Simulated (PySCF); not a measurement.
A calculated (PBE, PySCF 2.14, aug-cc-pCVTZ-DK, the spin-free X2C one-electron Hamiltonian (Gaussian nucleus)) atom or ion has these occupied shells.

```json
{"shell": "1s α", "electrons": "1", "orbital energy (eV)": "-1510.5", "rms radius, mean of both spins (bohr)": "0.139"}
{"shell": "1s β", "electrons": "1", "orbital energy (eV)": "-1510.5", "rms radius, mean of both spins (bohr)": "0.139"}
{"shell": "2s α", "electrons": "1", "orbital energy (eV)": "-108.08", "rms radius, mean of both spins (bohr)": "0.686"}
{"shell": "2s β", "electrons": "1", "orbital energy (eV)": "-108.02", "rms radius, mean of both spins (bohr)": "0.686"}
{"shell": "2p α", "electrons": "3", "orbital energy (eV)": "-69.565", "rms radius, mean of both spins (bohr)": "0.681"}
{"shell": "2p β", "electrons": "3", "orbital energy (eV)": "-69.497", "rms radius, mean of both spins (bohr)": "0.681"}
{"shell": "3s α", "electrons": "1", "orbital energy (eV)": "-7.910", "rms radius, mean of both spins (bohr)": "2.75"}
{"shell": "3s β", "electrons": "1", "orbital energy (eV)": "-7.316", "rms radius, mean of both spins (bohr)": "2.75"}
{"shell": "3p α", "electrons": "1", "orbital energy (eV)": "-3.082", "rms radius, mean of both spins (bohr)": "3.74"}
```

Q: Name the element and its charge.

A: Al (aluminium, neutral), in [Ne] 3s2 3p1, 2P determinant.
